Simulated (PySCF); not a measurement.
Sc²⁺ (scandium, charge +2): UHF calculation

Configuration: [Ar] 4p1, 2P determinant (an excited configuration). Computed with PySCF 2.14 in x2c-QZVPPall, with the spin-free X2C one-electron Hamiltonian (Gaussian nucleus).

- Total energy: -762.379993 hartree
- One-electron energy: -1027.7826 hartree
- Hartree (Coulomb) energy: 303.1777 hartree
- Exchange energy: -37.7751 hartree
- ⟨S²⟩: 0.7500
- ⟨L²⟩: 2.001
- Sum of ⟨r⟩: 15.13 bohr
- Sum of ⟨r²⟩: 26.48 bohr²
- Traceless quadrupole moment −½Σ⟨3z² − r²⟩ along its main axis: -5.52 e·bohr²
- Langevin diamagnetic susceptibility: -21.0 ×10⁻⁶ cm³/mol

| shell | electrons | mean orbital energy (eV) | spread (eV) | rms radius, mean of both spins (bohr) |
| --- | --- | --- | --- | --- |
| 1s α | 1 | -4563.2 | 0 | 0.0844 |
| 1s β | 1 | -4563.1 | 0 | 0.0844 |
| 2s α | 1 | -548.49 | 0 | 0.370 |
| 2s β | 1 | -548.43 | 0 | 0.370 |
| 2p α | 3 | -451.18 | 0.101 | 0.340 |
| 2p β | 3 | -451.08 | 0.122 | 0.340 |
| 3s α | 1 | -93.267 | 0 | 1.13 |
| 3s β | 1 | -93.072 | 0 | 1.13 |
| 3p α | 3 | -65.196 | 0.103 | 1.23 |
| 3p β | 3 | -64.973 | 0.433 | 1.23 |
| 4p α | 1 | -16.562 | 0 | 3.73 |

Densities and radii are taken from the X2C orbitals without a picture-change correction, which distorts them close to the nucleus.

Spin-orbit constants ζ (cm⁻¹) from the X2C one-electron operator on these orbitals: bare nucleus, nucleus screened by l(l+1)(2l+1)/3 electrons, and screened by the Breit-Pauli mean field of the electrons.

```csv
shell,bare,screened nucleus,mean field
2p,26930,24360,23200
3p,2936,2657,2511
4p,286.6,259.3,244.3
```

To first order the Landé constant is A = 244.3 cm⁻¹, so the lowest level has J = 1/2 and lies 0.0303 eV below the centre of the term.
